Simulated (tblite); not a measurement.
Compound: C7H8N (doublet state).
Z-matrix (Å and degrees, GFN2-xTB geometry), rows numbered from 1:
```
N 
C   1  1.4559
C   2  1.5125  1  113.06
C   3  1.3668  2  123.09  1   -92.18
C   4  1.3625  3  125.55  2   176.61
C   5  1.3943  4  117.34  3    -0.86
C   6  1.3840  5  119.58  4     0.47
C   7  1.3829  6  120.87  5    -0.06
H   1  1.0152  2  110.18  3   -58.30
H   1  1.0148  2  110.06  3    60.26
H   2  1.0923  1  107.60  3  -121.54
H   2  1.0936  1  107.61  3   121.50
H   5  1.0800  4  122.09  3   179.38
H   6  1.0805  5  119.71  4  -179.52
H   7  1.0808  6  119.67  5   179.89
H   8  1.0820  3  119.08  2     4.11
```

Calculated harmonic vibrations of the isolated species, GFN2-xTB (tblite), most abundant isotopes, no scaling. This tight-binding method is rough: wavenumbers can miss measured ones by several per cent, in bad cases by 10 to 20. One conformer, not necessarily the lowest. Open shells enter through the occupations alone, without spin polarisation, and single modes of such species can be off by tens of per cent.

Harmonic wavenumbers (cm⁻¹): 34.0, 120.9, 255.8, 282.8, 352.8, 373.6, 465.6, 540.0, 584.7, 647.8, 752.3, 792.8, 849.0, 880.0, 891.2, 906.1, 947.3, 971.3, 1070.0, 1080.1, 1098.0, 1141.2, 1163.4, 1207.4, 1228.6, 1285.7, 1294.7, 1308.7, 1407.8, 1440.4, 1469.1, 1525.1, 1568.1, 1609.3, 2959.4, 2978.4, 3049.0, 3062.6, 3069.7, 3079.4, 3382.4, 3413.7.

A = 4883, B = 1489, C = 1249 MHz; mass 106.066 u (most abundant isotopes); point group C1, symmetry number 1; spin multiplicity 2.

Task: What is the zero-point energy?

Result: Half the sum of the wavenumbers: 28270 cm⁻¹ = 80.83 kcal/mol.

Task: Give the ideal-gas entropy at 273.15 K and 1 bar in the rigid-rotor, harmonic-oscillator model (classical rotation).

Result: Translation 39.48, rotation 27.70, vibration 16.26, spin (R ln 2) 1.38: S = 84.8 cal/(mol K).

Task: And Cp and H(273.15 K) − H(0)?

Result: Cp = 27.58 cal/(mol K), of which vibrations give 19.63 (their classical limit is 42 R = 83.5); H(273.15 K) − H(0) = 4.56 kcal/mol without the zero-point energy, 2.39 from vibrations.

Task: Which modes carry the vibrational entropy at 273.15 K?

Result: 34.0 cm⁻¹: 5.41; 120.9 cm⁻¹: 2.92; 255.8 cm⁻¹: 1.54; 282.8 cm⁻¹: 1.37; 352.8 cm⁻¹: 1.02; 373.6 cm⁻¹: 0.93 cal/(mol K); the other 36 give 3.07 together.

Task: How do the functions run with temperature in this model?

Result: 
| T (K) | S (cal/(mol K)) | Cp (cal/(mol K)) | H − H(0) (kcal/mol) | G − H(0) (kcal/mol) | ln q(vib) |
| --- | --- | --- | --- | --- | --- |
| 100 | 65.7 | 13.6 | 1.07 | -5.50 | 1.20 |
| 200 | 77.3 | 21.1 | 2.79 | -12.68 | 2.64 |
| 300 | 87.5 | 30.1 | 5.34 | -20.92 | 4.22 |
| 500 | 107.0 | 46.8 | 13.10 | -40.40 | 7.74 |
| 800 | 132.7 | 62.3 | 29.69 | -76.47 | 13.30 |
| 1000 | 147.3 | 68.7 | 42.83 | -104.50 | 16.89 |

q(vib) and H(0) count from the zero-point level.

Task: Blend soft modes into free rotors: weight 1/[1 + (100 cm⁻¹/ν̃)⁴] for the oscillator and the rest for a rotor with moment μB/(μ + B), μ = h/(8π²ν), B = 10⁻⁴⁴ kg m². What vibrational entropy results?

Result: 14.63 cal/(mol K) in place of 16.26, which changes −T·S at 273.15 K by +0.45 kcal/mol.

Hindered rotation and anharmonicity are outside this model. Other conformers, if any are populated, would add a mixing term that is left out. The structure is chiral; the term R ln 2 for an equal mix with its mirror image is left out.

The run took 0.34 s wall on one thread of an Intel Xeon 6975P-C, shared host with 32 logical CPUs at a one-minute load of 11. The figure is for the frequency step alone.
